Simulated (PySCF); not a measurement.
## Ionisation energy of Fe by level of theory

Fe [Ar] 3d6 4s2 (5D) → Fe⁺ [Ar] 3d6 4s1 (6D), as a difference of total energies. Calculation: PySCF 2.14, in x2c-TZVPall (6s5p4d1f, 48 functions); the spin-free X2C one-electron Hamiltonian (Gaussian nucleus). Correlated levels: valence: [Ar] frozen. The calculations carry no spin-orbit coupling.

```json
{"method": "UHF", "ionisation energy (eV)": "6.438", "error (eV)": "-1.466"}
{"method": "PBE", "ionisation energy (eV)": "7.861", "error (eV)": "-0.043"}
{"method": "MP2 (valence)", "ionisation energy (eV)": "7.345", "error (eV)": "-0.559"}
{"method": "SCS-MP2 (valence)", "ionisation energy (eV)": "7.501", "error (eV)": "-0.403"}
```

Reference: 7.904 eV (measured; NIST levels, between the centres of gravity of the two terms).

Errors of the correlated levels include the incompleteness of this basis and the frozen core.

MP2 underrates the near-degeneracy of ns² with np² in the lower species.
